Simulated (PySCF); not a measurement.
C₂H₆BrNSi (SMILES C=C[SiH](N)Br), singlet, geometry from GFN2-xTB, with bond 3-1 at 2.4 times its length; PySCF with CASSCF(4,6)/STO-3G.

Here is a job for PySCF.
```python
from pyscf import gto, scf, mcscf
import numpy

mol = gto.Mole()
mol.atom = '''
    Si   -0.46282626   -0.33307829    0.62635460
    N    -0.18137137   -2.02168769    0.63751160
    Br    3.74045771    2.48646782   -1.25439328
    C    -1.88433960    0.04878088   -0.53230188
    C    -2.86940811   -0.79477815   -0.79240117
    H    -0.60216275    0.10361156    2.00609048
    H    -0.26998486   -2.55781796   -0.20961769
    H     0.52703303   -2.41610906    1.23321434
    H    -1.89532998    1.02520714   -1.00141166
    H    -3.68201943   -0.54836227   -1.45856341
    H    -2.90485436   -1.77627631   -0.34787736
'''
mol.basis = 'sto-3g'
mol.verbose = 4
mol.build()

mf = scf.RHF(mol)
mf.kernel()
mc = mcscf.CASSCF(mf, 6, 4)
mc.fix_spin_(ss=0.0)
mc.kernel()
occ = numpy.linalg.eigvalsh(mc.fcisolver.make_rdm1(mc.ci, mc.ncas, mc.nelecas))[::-1]
ss = mc.fcisolver.spin_square(mc.ci, mc.ncas, mc.nelecas)[0]
print('natural occupations', occ.round(4), ' <S^2>', round(ss, 4))
```

What the program printed (banner, timings and long lists left out):

```
PySCF version 2.14.0

[INPUT] verbose = 4
[INPUT] num. atoms = 11
[INPUT] num. electrons = 74
[INPUT] charge = 0
[INPUT] spin (= nelec alpha-beta = 2S) = 0
[INPUT] symmetry False subgroup None
[INPUT] Mole.unit = angstrom
[INPUT] Symbol           X                Y                Z      unit          X                Y                Z       unit  Magmom
[...]
nuclear repulsion = 268.888055882152
number of shells = 28
number of NR pGTOs = 144
number of NR cGTOs = 48
basis = sto-3g
ecp = {}

******** <class 'pyscf.scf.hf.RHF'> ********
method = RHF
initial guess = minao
damping factor = 0
level_shift factor = 0
DIIS = <class 'pyscf.scf.diis.CDIIS'>
diis_start_cycle = 1
diis_space = 8
diis_damp = 0
SCF conv_tol = 1e-09
SCF conv_tol_grad = None
SCF max_cycles = 50
direct_scf = True
direct_scf_tol = 1e-13
Set gradient conv threshold to 3.16228e-05
Initial guess from minao.
init E= -2958.51644887168
[...]
cycle= 1 E= -2962.00623321403  delta_E= -3.49  |g|= 0.274  |ddm|=  3.9

WARN: HOMO 0.0047595586519572 == LUMO 0.00479286242672262

cycle= 2 E= -2961.58324260253  delta_E= 0.423  |g|=  0.4  |ddm|= 3.61
[...]
cycle= 3 E= -2962.02666123272  delta_E= -0.443  |g|= 0.172  |ddm|=  3.6
[...]
cycle= 4 E= -2962.03255191383  delta_E= -0.00589  |g|= 0.115  |ddm|= 0.141
[...]
cycle= 5 E= -2962.03465226258  delta_E= -0.0021  |g|= 0.0961  |ddm|= 0.0594
[...]
cycle= 6 E= -2962.03914958034  delta_E= -0.0045  |g|= 0.0337  |ddm|= 0.186
[...]
cycle= 7 E= -2961.59393475494  delta_E= 0.445  |g|= 0.421  |ddm|= 3.56
[...]
cycle= 8 E= -2961.62158323387  delta_E= -0.0276  |g|= 0.443  |ddm|= 0.316
[...]
cycle= 9 E= -2961.65367163887  delta_E= -0.0321  |g|= 0.46  |ddm|= 0.248
[...]
cycle= 10 E= -2961.59739174875  delta_E= 0.0563  |g|= 0.441  |ddm|= 2.24
[...]
cycle= 11 E= -2961.61937150633  delta_E= -0.022  |g|= 0.45  |ddm|= 0.925
[...]
cycle= 12 E= -2961.68264555868  delta_E= -0.0633  |g|= 0.481  |ddm|= 1.26
[...]
cycle= 13 E= -2961.70617549074  delta_E= -0.0235  |g|= 0.476  |ddm|=  3.3
[...]
cycle= 14 E= -2961.6153797154  delta_E= 0.0908  |g|= 0.436  |ddm|= 2.03
[...]
cycle= 15 E= -2962.03663248908  delta_E= -0.421  |g|= 0.179  |ddm|=  3.6
[...]
cycle= 16 E= -2962.05108857746  delta_E= -0.0145  |g|= 0.101  |ddm|= 0.385
[...]
cycle= 17 E= -2962.06102264526  delta_E= -0.00993  |g|= 0.0467  |ddm|= 0.331
[...]
cycle= 18 E= -2962.06218254137  delta_E= -0.00116  |g|= 0.0598  |ddm|= 0.618
[...]
cycle= 19 E= -2962.0649169139  delta_E= -0.00273  |g|= 0.0145  |ddm|= 0.34
[...]
[...]
SCF not converged.
CASCI E = -2962.18297479933  S^2 = 0.0000000
[...]
               |grad[o]|=0.00882  |grad[c]|=0.0247  |ddm|=0.00939  |maxRot[o]|=0.205
macro iter  13 ( 21 JK    4 micro), CASSCF E = -2962.20948709092  dE = -1.61735926e-03  S^2 = 0.0000000
               |grad[o]|=0.00721  |grad[c]|=0.00916  |ddm|=0.00487  |maxRot[o]|=0.142
macro iter  14 ( 21 JK    4 micro), CASSCF E = -2962.21026209095  dE = -7.75000031e-04  S^2 = 0.0000000
               |grad[o]|=0.00502  |grad[c]|=0.00234  |ddm|=0.00218  |maxRot[o]|=0.0886
macro iter  15 ( 21 JK    4 micro), CASSCF E = -2962.21056394207  dE = -3.01851124e-04  S^2 = 0.0000000
               |grad[o]|=0.00288  |grad[c]|=0.00117  |ddm|=0.00144  |maxRot[o]|=0.0771
macro iter  16 ( 21 JK    4 micro), CASSCF E = -2962.21060005950  dE = -3.61174284e-05  S^2 = 0.0000000
               |grad[o]|=0.000886  |grad[c]|=0.000719  |ddm|=0.00115  |maxRot[o]|=0.0477
macro iter  17 ( 16 JK    3 micro), CASSCF E = -2962.21060555458  dE = -5.49507831e-06  S^2 = 0.0000000
               |grad[o]|=0.000269  |grad[c]|=0.000554  |ddm|=0.000955  |maxRot[o]|=0.0338
macro iter  18 (  6 JK    1 micro), CASSCF E = -2962.21060649221  dE = -9.37633104e-07  S^2 = 0.0000000
               |grad[o]|=0.000153  |grad[c]|=0.000282  |ddm|=0.000113  |maxRot[o]|=0.0799
macro iter  19 (  5 JK    1 micro), CASSCF E = -2962.21060716939  dE = -6.77174285e-07  S^2 = 0.0000000
               |grad[o]|=0.000102  |grad[c]|=0.000489  |ddm|=0.000237  |maxRot[o]|= 0.06
macro iter  20 (  7 JK    1 micro), CASSCF E = -2962.21060745825  dE = -2.88864157e-07  S^2 = 0.0000000
               |grad[o]|=5.61e-05  |grad[c]|=0.0004  |ddm|=0.00011  |maxRot[o]|=0.00414
macro iter  21 (  5 JK    1 micro), CASSCF E = -2962.21060760838  dE = -1.50125288e-07  S^2 = 0.0000000
               |grad[o]|=3.93e-05  |grad[c]|=0.000287  |ddm|=8.49e-05  |maxRot[o]|=0.00388
macro iter  22 (  5 JK    1 micro), CASSCF E = -2962.21060769996  dE = -9.15788405e-08  S^2 = 0.0000000
               |grad[o]|=3.43e-05  |grad[c]|=0.000223  |ddm|=5.53e-05  |maxRot[o]|=0.00239
1-step CASSCF converged in  22 macro (262 JK  54 micro) steps
CASSCF canonicalization
Density matrix diagonal elements [1.00000037 1.76568886 1.21272354 0.00335543 0.01406019 0.00417162]
CASSCF energy = -2962.21060769996
CASCI E = -2962.21060769996  E(CI) = -3.07274600363371  S^2 = 0.0000000
natural occupations [1.9805e+00 1.0002e+00 9.9940e-01 1.7400e-02 1.4000e-03 1.1000e-03]  <S^2> 0.0
```

The run did not converge; its last values are not results.
